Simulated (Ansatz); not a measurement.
`[SiH3][AlH][Cl]` + `OBS` → `SB[O][AlH][Cl]` + SiH₄  (cleavage of the Al–Si bond)

Computed with Ansatz on PBE0-D4/def2-TZVP structures; ΔE is electronic, products minus reactants. CBS: MP2 limit from def2 TZ/QZ plus the TZ coupled-cluster correction, frozen cores. This one scheme is used for every species. DFT in def2-TZVPP. One conformer a species, not always the lowest.

```tsv
level	ΔE (kcal/mol)
BHLYP-D4	-36.7
MP2/def2-TZVPP	-36.2
```

(1) What does CCSD(T)/CBS give? (Estimate.)

Largest T1 diagnostic among the species: 0.013.

Answers

(1) Ansatz gave: -33.9 kcal/mol. The listed levels differ from it by -2.8, -2.3 kcal/mol.

In def2-TZVPP, CCSD(T) changes the Hartree–Fock value by +4.8 kcal/mol (the triples alone add +0.6 kcal/mol) and MP2 by +2.6 kcal/mol. From BLYP to BHLYP (50 % exact exchange), in def2-TZVPP and without D4, ΔE moves by −3.2 kcal/mol.
